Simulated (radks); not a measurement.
Results of a calculation; reference values are marked as such.
Question: All-electron atom: Mn20+ in [He] 2s2 2p1 (the NIST ground configuration). Level of theory: scalar-relativistic Kohn-Sham, PBE, spin-unpolarised, spherical densities, point nucleus (a radial shooting solver on a logarithmic mesh with Libxc functionals). Some entries of the table are withheld. Estimate them.

| orbital | occ. | eigenvalue (hartree) | r(max) (bohr) |
|---|---|---|---|
| 1s | 2 | (1) | (2) |
| 2s | 2 | (3) | 0.2199 |
| 2p | 1 | -58.12006 | (4) |

Answer: 
(1) 1s eigenvalue (hartree): -278.6388
(2) 1s r(max) (bohr): 0.03980
(3) 2s eigenvalue (hartree): -60.78271
(4) 2p r(max) (bohr): 0.1743
